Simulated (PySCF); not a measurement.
Identify the unknown among the candidates.

| technique | computed result |
| --- | --- |
| Valence photoelectron | vertical ionisation energy: 9.74 eV [ΔSCF PBE0/def2-SVPD] |
| 13C NMR | chemical shifts (computed TMS as zero) by class: 86.9 (1 C), 58.9 (2 C), 13.8 (2 C) ppm [GIAO PBE0/pcSseg-1] |
| 1H NMR | chemical shifts (computed TMS as zero) by class: 4.41 (2 H), 3.52 (4 H), 1.04 (6 H) ppm [GIAO PBE0/pcSseg-1] |
| NMR, other nuclei | isotropic shieldings of nuclei other than C and H, by class: 265 (2 O) ppm [GIAO PBE0/pcSseg-1] |
| Couplings | largest of the computed one-bond spin–spin couplings (means over like bonds): 13C–1H +165.8 (×2), 13C–1H +146.9 (×4), 13C–1H +132.2 (×6), 13C–13C +40.0 (×2), 17O–13C +27.9 (×2), 17O–13C +23.1 (×2) Hz [B3LYP/pcJ-1, spin–dipole term left out] |
| Rotational structure | rotational constants A, B, C: 8.188, 1.142, 1.126 GHz [PBE0-D3(BJ)/def2-SVP] |
| Polarisability | 73.3 au [PBE0/def2-SVPD] |

Gas-phase values; electronic properties from PySCF, density fitting. Levels stand in brackets. The structure is a single PBE0-D3(BJ)/def2-SVP conformer in the gas phase; no vibrational or solvent corrections. NMR classes are plain means over equivalent atoms (diastereotopic ones count apart unless rotation or inversion swaps them), as if these changed places fast.

Question: Which candidate is it?
A. `OCCCCCO`
B. `CCOCOCC`
C. `C=CS(C)(=O)=O`

Answer: B. It is `CCOCOCC`. Numbering: `[CH3:1][CH2:2][O:3][CH2:4][O:5][CH2:6][CH3:7]`. Its formula, C5H12O2, gives 0 degrees of unsaturation, so no ring and no π bond. 5 carbons fall into 3 classes; from least to most shielded: sp3 carbon bearing two oxygens [C4] (86.9 ppm), sp3 carbon bound to oxygen [C2/C6] (58.9 ppm, 2 C), methyl carbon [C1/C7] (13.8 ppm, 2 C). Hydrogen classes from least to most shielded: 2 H on an sp3 carbon bearing two oxygens, C4 (4.41 ppm), 4 H on 2 like atoms (sp3 carbon bound to oxygen), C2/C6 (3.52 ppm), 6 H on 2 methyl carbons, C1/C7 (1.04 ppm, a mean of values up to 0.7 ppm apart in this geometry). The other shieldings belong to: 265 ppm, ether oxygen [O3/O5]. The couplings run between: +165.8 Hz, sp3 carbon bearing two oxygens [C4] and its hydrogen (with 1 like pair); +146.9 Hz, sp3 carbon bound to oxygen [C2] and its hydrogen (with 3 like pairs); +132.2 Hz, methyl carbon [C1] and its hydrogen (with 5 like pairs); +40.0 Hz, methyl carbon [C1] and sp3 carbon bound to oxygen [C2] (with 1 like pair); +27.9 Hz, ether oxygen [O3] and sp3 carbon bearing two oxygens [C4] (with 1 like pair); +23.1 Hz, ether oxygen [O3] and sp3 carbon bound to oxygen [C2] (with 1 like pair). The first electron is taken from the HOMO, whose largest Löwdin shares are 0.35 on an ether oxygen, 0.32 on an ether oxygen and 0.06 on the sp3 carbon bearing two oxygens. The optimised geometry has point group C2 and is an asymmetric top.

The others, at the same levels:
- `OCCCCCO` fails: its computed 13C shifts are 63.0 (2 C), 35.4 (2 C), 20.5 (1 C) ppm, 1H shifts are 3.62 (4 H), 1.69 (2 H), 1.23 (4 H), -0.93 (2 H) ppm and rotational constant A is 6.224 GHz (against 8.188 GHz).
- `C=CS(C)(=O)=O` fails: it has 6 hydrogens where the 1H data count 12; its computed 13C shifts are 148.1 (1 C), 137.7 (1 C), 46.1 (1 C) ppm, 1H shifts are 6.79 (1 H), 6.57 (1 H), 6.35 (1 H), 2.60 (3 H) ppm and rotational constant A is 4.435 GHz (against 8.188 GHz).

Each candidate is one conformer, not necessarily the lowest. Dipoles, sizes and rotational constants follow the conformer. The torsions of the flexible species, by atom-mapped SMILES:
- `[CH3:1][CH2:2][O:3][CH2:4][O:5][CH2:6][CH3:7]`: C1–C2–O3–C4 87°, C2–O3–C4–O5 67°, O3–C4–O5–C6 68°, C4–O5–C6–C7 88°
- `[CH2:1]=[CH:2][S:3]([CH3:4])(=[O:5])=[O:6]`: C1–C2–S3–C4 -115°

The conformers of `OCCCCCO` aren't listed.
